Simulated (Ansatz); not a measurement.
Calculated with Ansatz (gas phase, PBE0-D4/def2-TZVP geometries, no zero-point term in ΔE). CCSD(T)/CBS adds triple-zeta CCSD(T) − MP2 to the extrapolated MP2 energy (def2 sets, frozen cores). This one scheme is used for every species. Functionals use def2-TZVPP. B3LYP here is the variant with VWN-RPA as its local correlation; programs differ in this. def2 core potentials past Kr. For In outer-core shells are correlated without core-valence functions, which leaves a few kJ/mol of doubt a bond. One conformer a species, not always the lowest.

`[OH][InH][Cl]` + `N=C=O` → `O=C=[N][InH][Cl]` + H₂O  (ligand exchange at the In–O bond)

`[OH][InH][Cl]`:

Z-matrix (Å, degrees):
```
In
O 1 1.968
Cl 1 2.333 2 109.8
H 1 1.688 2 126.8 3 -180.0
H 2 0.961 1 111.6 3 0.0
```

`N=C=O`:

Cartesian coordinates in Å:
```
N 0.396 -0.641 0.137
C -0.320 0.332 0.171
O -1.040 1.227 0.335
H 0.964 -0.919 -0.643
```

`O=C=[N][InH][Cl]`:

```xyz
6

O     0.685    0.677   -2.666
C     0.605    0.105   -1.654
N     0.566   -0.543   -0.639
In   -0.276   -0.354    1.187
Cl   -1.472    1.620    1.361
H    -0.109   -1.505    2.410
```

H₂O:

Cartesian coordinates in Å:
```
O 0.218 -0.117 0.301
H -0.637 -0.459 0.031
H 0.419 0.576 -0.332
```

```csv
level,ΔE (kcal/mol)
B2PLYP,-6.6
B3LYP,-5.5
CAM-B3LYP,-5.9
MP2/def2-TZVPP,-9.1
```

Q: What does CCSD(T)/CBS give? (Best estimate.)

A: Ansatz gave: -8.4 kcal/mol. The listed levels differ from it by 1.8, 2.9, 2.5, -0.7 kcal/mol.

Largest T1 diagnostic among the species: 0.018.

From PBE to PBE0 (25 % exact exchange), in def2-TZVPP and without D4, ΔE moves by −2.6 kcal/mol. In def2-TZVPP, CCSD(T) changes the Hartree–Fock value by +2.4 kcal/mol (the triples alone add +0.4 kcal/mol) and MP2 by +1.9 kcal/mol. Leaving LDA and LC-ωPBE aside and taking each functional with its dispersion term where it has one, the values, not all of them listed here, spread over 4.5 kcal/mol, from BHLYP-D4 to BLYP-D4.
